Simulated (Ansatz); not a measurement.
```xyz
12

B    -0.668   -1.178    2.244
O     0.108   -1.075    1.146
Si   -0.201   -0.646   -0.412
F    -0.015   -1.976   -1.268
C     0.994    0.639   -0.955
C     0.564    1.799   -1.446
H    -0.154   -1.531    3.267
H    -1.840   -0.914    2.179
H    -1.599   -0.185   -0.564
H     2.065    0.466   -0.875
H    -0.496    2.019   -1.544
H     1.243    2.581   -1.771
```

Total charge 0; spin multiplicity 1.

Q: List the ωB97M-V/def2-TZVPP orbital energies in eV (Ansatz 0.2.0). (Estimate.)

A: Ansatz gave: Occupied: -1808.37, -677.46, -526.78, -282.22, -281.66, -188.66, -149.28, -103.44, -103.40, -103.35, -36.07, -31.54, -24.70, -19.95, -18.71, -17.33, -16.30, -15.75, -15.28, -15.21, -14.47, -14.13, -13.62, -13.12, -11.52, -10.95, -10.88. Lowest empty: 1.01, 1.37, 2.68, 2.99, 3.15, 3.30, 3.56, 4.03.
